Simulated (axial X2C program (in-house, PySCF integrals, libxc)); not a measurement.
# Low determinants of WH⁺ at the PBE0 level, with spin–orbit coupling

Computed with an in-house relativistic program for diatomic molecules. Two-component (2c) means X2C with spin–orbit coupling and atomic mean-field two-electron Coulomb and Gaunt terms. Basis: W dyall-cv3z [13s14p9d7f4g], H dyall-v3z [6s2p1d] (cores contracted in-house); Gaussian nuclei, density fitting, unrestricted open shells. Masses: W 183.951 u, H 1.008 u.

Search at 1.690 Å (vertical energies from the lowest determinant):

```json
{"ΔE (eV)": "0.00", "state": "Ω = 1", "electrons beyond evenly filled partner blocks": "ω = -3/2, ω = 5/2", "electrons in ±ω = 1/2, 3/2, 5/2, 7/2": "42 21 9 2"}
{"ΔE (eV)": "0.27", "state": "Ω = 2", "electrons beyond evenly filled partner blocks": "ω = -1/2, ω = 5/2", "electrons in ±ω = 1/2, 3/2, 5/2, 7/2": "41 22 9 2"}
{"ΔE (eV)": "0.28", "state": "Ω = 3", "electrons beyond evenly filled partner blocks": "ω = 1/2, ω = 5/2", "electrons in ±ω = 1/2, 3/2, 5/2, 7/2": "41 22 9 2"}
{"ΔE (eV)": "0.52", "state": "Ω = 4", "electrons beyond evenly filled partner blocks": "ω = 3/2, ω = 5/2", "electrons in ±ω = 1/2, 3/2, 5/2, 7/2": "42 21 9 2"}
{"ΔE (eV)": "1.13", "state": "Ω = 2", "electrons beyond evenly filled partner blocks": "2 × ω = 1/2, ω = -3/2, ω = 5/2", "electrons in ±ω = 1/2, 3/2, 5/2, 7/2": "42 21 9 2"}
{"ΔE (eV)": "1.20", "state": "Ω = 1", "electrons beyond evenly filled partner blocks": "2 × ω = 1/2", "electrons in ±ω = 1/2, 3/2, 5/2, 7/2": "42 22 8 2"}
{"ΔE (eV)": "1.35", "state": "Ω = 1", "electrons beyond evenly filled partner blocks": "ω = -1/2, ω = 3/2", "electrons in ±ω = 1/2, 3/2, 5/2, 7/2": "43 21 8 2"}
```

Lowest determinant, Ω = 1 (⟨Sz⟩ = 1.97, ⟨Lz⟩ = -0.97 at PBE0): Re = 1.687 Å, ωe = 2028.8 cm⁻¹.

The determinant in row 2 of the search, Ω = 2 (⟨Sz⟩ = 1.97, ⟨Lz⟩ = 0.03 at PBE0), was followed along the bond at PBE0; measured from the minimum of the lowest determinant it gives:

Te = 0.270 eV (2177 cm⁻¹), Re = 1.692 Å, ωe = 1987.7 cm⁻¹.

Q: Compare the bond of the determinant in row 2 with that of the lowest one.

A: At PBE0 its Re is 0.005 Å longer and its force constant, which goes as ωe², is 0.96 times that of the lowest determinant. T0 ≈ Te + Δωe/2 = 2177 + (-21) = 2156 cm⁻¹.

The search compares states at one distance, so a state with another bond length can lie lower; it is not exhaustive and yields mostly the lowest determinant of each block pattern, so other components and higher states of one pattern are missing. These are energies of single determinants, not of spin-adapted states; PBE0 term energies can be off by some tenths of an eV, and the functional has no current term. Open-shell Ω = 0 determinants with evenly filled partner blocks cannot be reached by this program, so the Ω shown need not be the lowest component. The lowest determinant need not be the ground state where others lie within half an eV.
